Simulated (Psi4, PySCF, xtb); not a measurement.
Conformational energy of C₉H₈S₂, SMILES Cc1ccsc1-c1ccsc1. Scanned: dihedral S5–C6–C7–C8; all other coordinates were relaxed at GFN2-xTB. Points at φ and −φ are mirror images.

Atom numbering (GFN2-xTB optimised geometry, Å):
```
19

C     -1.5758    -1.3273     0.8651
C     -1.3691     0.0196     0.2541
C     -2.4426     0.9097     0.0054
C     -2.0597     2.0692    -0.5835
S     -0.3680     2.1165    -0.8641
C     -0.1650     0.5340    -0.1599
C      1.1617    -0.0340    -0.1015
C      2.2100     0.3632    -0.9848
C      3.3701    -0.2923    -0.7590
S      3.2384    -1.4112     0.5420
C      1.5914    -0.9881     0.7799
H     -0.9113    -2.0621     0.4145
H     -1.3807    -1.2985     1.9377
H     -2.6057    -1.6449     0.7186
H     -3.4633     0.6817     0.2583
H     -2.6656     2.9033    -0.8765
H      2.0771     1.1043    -1.7527
H      4.3037    -0.1945    -1.2759
H      1.0543    -1.4487     1.5824
```

- RKS-LDA (SVWN5)/6-31G* = PySCF 2.14.0 with restricted LDA (SVWN5)/6-31G*, spherical d, density fitting // GFN2-xTB
- PBE/def2-SVP // GFN2-xTB (Psi4)
- B3LYP/def2-SVP // GFN2-xTB (Psi4)
- RHF/STO-3G = restricted Hartree-Fock/STO-3G // GFN2-xTB run with PySCF
- GFN1-xTB // GFN2-xTB (xtb)
- PBE-D3(BJ)/def2-SVP // GFN2-xTB (Psi4)

Energies in kJ/mol, each method relative to its own lowest point.

```
φ / °  RKS-LDA (SVWN5)/6-31G*  PBE/def2-SVP  B3LYP/def2-SVP  RHF/STO-3G  GFN1-xTB  PBE-D3(BJ)/def2-SVP
-----  ----------------------  ------------  --------------  ----------  --------  -------------------
-160                      2.8           2.4             2.5         4.0       1.5                  2.4
-140                      3.0           1.5             0.8         1.5       2.1                  1.6
-120                      8.0           4.7             3.1         3.0       6.2                  5.1
-100                     14.0           8.9             6.5         5.4      10.5                  9.7
-80                      13.8           8.8             6.5         5.3      10.4                  9.6
-60                       7.9           4.7             3.1         2.5       5.8                  5.0
-40                       2.0           0.7             0.0         0.0       1.3                  0.8
-20                       0.0           0.0             0.1         1.4       0.0                  0.0
0                         0.8           0.9             1.4         3.9       0.8                  0.9
20                        0.0           0.0             0.1         1.4       0.0                  0.0
40                        2.0           0.7             0.0         0.0       1.3                  0.8
60                        7.9           4.7             3.1         2.5       5.8                  5.0
80                       13.8           8.8             6.5         5.3      10.4                  9.6
100                      14.0           8.9             6.5         5.4      10.5                  9.7
120                       8.0           4.7             3.1         3.0       6.2                  5.1
140                       3.0           1.5             0.8         1.5       2.1                  1.6
160                       2.8           2.4             2.5         4.0       1.5                  2.4
180                       4.6           4.2             4.9         6.9       2.6                  4.3
```

Root-mean-square difference from the PBE-D3(BJ)/def2-SVP profile, itself a level with limits, after the best constant shift (kJ/mol): RKS-LDA (SVWN5)/6-31G* 1.6, PBE/def2-SVP 0.3, B3LYP/def2-SVP 1.3, RHF/STO-3G 2.4, GFN1-xTB 0.7.
